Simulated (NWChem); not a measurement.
System meant: P2H3, doublet; SMILES [PH]P

The following NWChem deck was run.

```
start job
memory heap 200 mb stack 900 mb global 1100 mb
geometry units angstroms noautoz
  P     -0.072652    -1.155214    -0.144790
  P     -0.014256     1.047162    -0.101654
  H      1.367007    -1.225262    -0.020366
  H      0.559747     1.255103     1.205044
  H     -1.373426     1.242830     0.326593
end
basis spherical
  * library def2-svp
end
dft
  odft
  mult 2
  xc b3lyp
  iterations 4
  mulliken
end
task dft energy
```

End of the output:

```
     --------------------------
     Expectation value of S2:
     --------------------------
      <S2> =      0.7536 (Exact =     0.7500)

 center of mass
 --------------
 x =  -0.02729413 y =  -0.04235455 z =  -0.04688937

 moments of inertia (a.u.)
 ------------------
         292.104764582290           0.000000000000           0.000000000000
           0.000000000000          21.393010602638           0.000000000000
           0.000000000000           0.000000000000         301.132985293362

     Multipole analysis of the density
     ---------------------------------

     L   x y z        total         alpha         beta         nuclear
     -   - - -        -----         -----         ----         -------
     0   0 0 0     -0.000000    -17.000000    -16.000000     33.000000

     1   1 0 0      0.140564      0.073265      0.067299      0.000000
     1   0 1 0      0.182325      0.899415     -0.717090     -0.000000
     1   0 0 1      0.285420      0.134389      0.151030      0.000000

     2   2 0 0    -20.303705    -18.188511    -17.036131     14.920938
     2   1 1 0     -1.058841      1.373849      1.707809     -4.140499
     2   1 0 1      0.209115     -0.015773      0.180409      0.044480
     2   0 2 0    -22.012837    -87.975165    -81.473118    147.435446
     2   0 1 1      0.932164     -1.574652     -1.749421      4.256238
     2   0 0 2    -21.488115    -15.506847    -11.825429      5.844161

 ------------------------------------------------------------------------
 dft energy failed                                                                                  0
 ------------------------------------------------------------------------
 ------------------------------------------------------------------------
  current input line :
    20: task dft energy
 ------------------------------------------------------------------------
 ------------------------------------------------------------------------
 This type of error is most commonly associated with calculations not reaching convergence criteria
 ------------------------------------------------------------------------
 For more information see the NWChem manual at https://nwchemgit.github.io

0:dft energy failed:Received an Error in Communication
```

### Question
Find the fault in this run and fix the input.

### Answer
The run did not converge; its last values are not results. Cause: the SCF was allowed too few iterations. This input runs:
```
start job
memory heap 200 mb stack 900 mb global 1100 mb
geometry units angstroms noautoz
  P     -0.072652    -1.155214    -0.144790
  P     -0.014256     1.047162    -0.101654
  H      1.367007    -1.225262    -0.020366
  H      0.559747     1.255103     1.205044
  H     -1.373426     1.242830     0.326593
end
basis spherical
  * library def2-svp
end
dft
  odft
  mult 2
  xc b3lyp
  iterations 150
  mulliken
end
task dft energy
```
It converges to -684.29102 Ha (B3LYP/def2-SVP, spin-unrestricted).
